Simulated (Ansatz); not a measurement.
A nudged elastic band was laid between two geometries of GeH5OSb (8 atoms, charge 0, multiplicity 1).

The calculation used RKS B3LYP-D4/def2-SVP (Ansatz).

```
movable images  : 7
climbing image  : yes
spring          : 0.5 eV/Å²
optimiser       : quadratic models (default)
start path      : through a guess of the saddle point
force threshold : 0.03 eV/Å
iteration limit : 60
end points      : relaxed
```

Initial state:

```xyz
8
Properties=species:S:1:pos:R:3
O -1.908 0.587 -0.538
Ge -0.223 0.708 0.080
Sb 1.109 -1.534 -0.459
H -1.948 0.494 -1.499
H 0.496 1.912 -0.587
H -0.417 0.970 1.585
H 0.501 -2.272 0.974
H 2.481 -0.921 0.389
```

Final state:

```xyz
8
Properties=species:S:1:pos:R:3
O -1.601 0.406 -0.641
Ge -0.173 0.874 0.342
Sb 1.576 -1.111 0.621
H -1.351 -0.046 -1.458
H 0.537 2.097 -0.298
H -0.781 1.277 1.700
H 0.282 -2.238 0.770
H 1.604 -1.317 -1.092
```

Question: What changes between the two ends?

Answer: No bond is made or broken. The height of Sb3 over the plane of its neighbours goes from -1.09 to 1.10 Å.

Question: What energy profile does the band end with?

Answer: The run converged. The highest image is number 3 of 0 to 8, 149.8 kJ/mol above the first end and 151.9 kJ/mol above the last; the last end lies 2.1 kJ/mol below the first. Neighbouring images differ by up to 1.3 eV, so the band resolves the path poorly. Another band between the same ends (7 images) ends at a top of the same energy, where a vibrational analysis finds 1 clearly imaginary mode.

```tsv
image	path coordinate (Å)	energy (kJ/mol)	height of Sb3 over the plane of its neighbours (Å)
0	0.00	0.0	-1.09
1	0.70	1.3	-1.07
2	1.41	28.9	-0.77
3	2.11	149.8	-0.01
4	2.52	83.7	0.46
5	2.93	19.7	0.85
6	3.34	3.5	1.01
7	3.74	-1.2	1.08
8	4.14	-2.1	1.10
```

Question: What is the geometry of the highest image?

Answer: 
```xyz
8
Properties=species:S:1:pos:R:3
O -1.847 0.763 -0.714
Ge -0.350 0.921 0.246
Sb 1.044 -1.220 0.228
H -1.700 0.283 -1.541
H 0.626 1.955 -0.351
H -0.861 1.244 1.654
H 0.676 -2.659 0.999
H 2.506 -1.345 -0.577
```

The band took 32 iterations and about 15 core-minutes.

The run took 7.9 min on 2 threads of Intel(R) Xeon(R) Platinum 8488C (Sapphire Rapids), with other jobs on the host, peak memory 0.26 GiB.
